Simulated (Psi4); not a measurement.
boric acid (H$_{3}$BO$_{3}$), singlet, geometry from GFN2-xTB, with bond 7-4 at 1.3 times its length; M06-2X/STO-3G (Psi4).

Psi4 was given this input:
```
memory 2 GB

molecule mol {
0 1
  O    -1.142575   -0.769390   -0.031828
  B    -0.007709   -0.039318   -0.003470
  O    -0.114141    1.322248    0.130271
  O     1.170413   -0.704769   -0.109794
  H    -1.934467   -0.238642    0.047600
  H     0.696614    1.827563    0.148980
  H     2.205751   -0.018732   -0.082017
}

set basis sto-3g
set reference rks
set basis_guess true

energy('m06-2x')
print_variables()
```

It wrote (shortened):

```
  //>>>>>>>>>>>>>>>>>>>>>>>>>>>>>>>>>>>//
  //       Guess SCF, 3-21G Basis      //
  //<<<<<<<<<<<<<<<<<<<<<<<<<<<<<<<<<<<//

   => Loading Basis Set <=

    Name: 3-21G
    Role: ORBITAL
    Keyword: BASIS

         ---------------------------------------------------------
                           SCF Castup computation
         ---------------------------------------------------------
                                   SCF
               by Justin Turney, Rob Parrish, Andy Simmonett
                          and Daniel G. A. Smith
                              RKS Reference
         ---------------------------------------------------------

  ==> Geometry <==

    Molecular point group: c1
    Full point group: C1

    Geometry (in Angstrom), charge = 0, multiplicity = 1:

       Center              X                  Y                   Z               Mass
    ------------   -----------------  -----------------  -----------------  -----------------
         O           -1.134677103014    -0.748747583562    -0.030146199454    15.994914619570
         B            0.000188896986    -0.018675583562    -0.001788199454    11.009305360000
         O           -0.106243103014     1.342890416438     0.131952800546    15.994914619570
         O            1.178310896986    -0.684126583562    -0.108112199454    15.994914619570
         H           -1.926569103014    -0.217999583562     0.049281800546     1.007825032230
         H            0.704511896986     1.848205416438     0.150661800546     1.007825032230
         H            2.213648896986     0.001910416438    -0.080335199454     1.007825032230

  Running in c1 symmetry.

  Rotational constants: A =      0.34239  B =      0.32276  C =      0.16614 [cm^-1]
  Rotational constants: A =  10264.57300  B =   9676.10089  C =   4980.82685 [MHz]
  Nuclear repulsion =  115.404851290700222

  Charge       = 0
  Multiplicity = 1
  Electrons    = 32
  Nalpha       = 16
  Nbeta        = 16

  ==> Algorithm <==

  SCF Algorithm Type is DF.
  DIIS enabled.
  MOM disabled.
  Fractional occupation disabled.
  Guess Type is SAD.
  Energy threshold   = 1.00e-06
  Density threshold  = 1.00e-06
  Integral threshold = 1.00e-12

  ==> Primary Basis <==

  Basis Set: 3-21G
    Blend: 3-21G
    Number of shells: 26
    Number of basis functions: 42
    Number of Cartesian functions: 42
    Spherical Harmonics?: false
    Max angular momentum: 1

  ==> DFT Potential <==

   => LibXC <=

    Version 7.1.2
[...]
  @DF-RKS Final Energy:  -250.93969558213709
    Total Energy =                       -250.9396955821370909
[...]
   @DF-RKS iter   4:  -248.94642899255444   -5.89931e-05   6.69756e-05 DIIS
   @DF-RKS iter   5:  -248.94643132679599   -2.33424e-06   1.17114e-05 DIIS
   @DF-RKS iter   6:  -248.94643140871284   -8.19169e-08   2.10122e-06 DIIS
   @DF-RKS iter   7:  -248.94643141193035   -3.21751e-09   1.27249e-06 DIIS
   @DF-RKS iter   8:  -248.94643141254483   -6.14477e-10   1.43007e-07 DIIS
  Energy and wave function converged.

  ==> Post-Iterations <==

   Electrons on quadrature grid:
      Ntotal   =   31.9999996552 ; deviation = -3.448e-07

    Orbital Energies [Eh]
    ---------------------

    Doubly Occupied:

[...]
      16A     -0.245429

    Virtual:

[...]
      23A      0.774382

    Final Occupation by Irrep:
              A
    DOCC [    16 ]
    NA   [    16 ]
    NB   [    16 ]

  @DF-RKS Final Energy:  -248.94643141254483

   => Energetics <=

    Nuclear Repulsion Energy =            115.4048512907002220
    One-Electron Energy =                -573.3729630217552540
    Two-Electron Energy =                 224.0582130441578386
    DFT Exchange-Correlation Energy =     -15.0365327256476196
    Empirical Dispersion Energy =           0.0000000000000000
    VV10 Nonlocal Energy =                  0.0000000000000000
    Total Energy =                       -248.9464314125448254

Computation Completed

Properties will be evaluated at   0.000000,   0.000000,   0.000000 [a0]

Properties computed using the SCF density matrix

 Multipole Moments:

 ------------------------------------------------------------------------------------
     Multipole            Electronic (a.u.)      Nuclear  (a.u.)        Total (a.u.)
 ------------------------------------------------------------------------------------

 L = 1.  Multiply by 2.5417464519 to convert [e a0] to [Debye]
 Dipole X            :         -0.5035527            0.9291060            0.4255532
 Dipole Y            :         -0.6900863            1.5474369            0.8573506
 Dipole Z            :         -0.0475064            0.1138043            0.0662978
 Magnitude           :                                                    0.9594483

 ------------------------------------------------------------------------------------

  Variable Map:
  ----------------------------------------------------------------------------
[...]
  Array Variable Map:
  ----------------------------------------------------------------------------
[...]
[...]
```
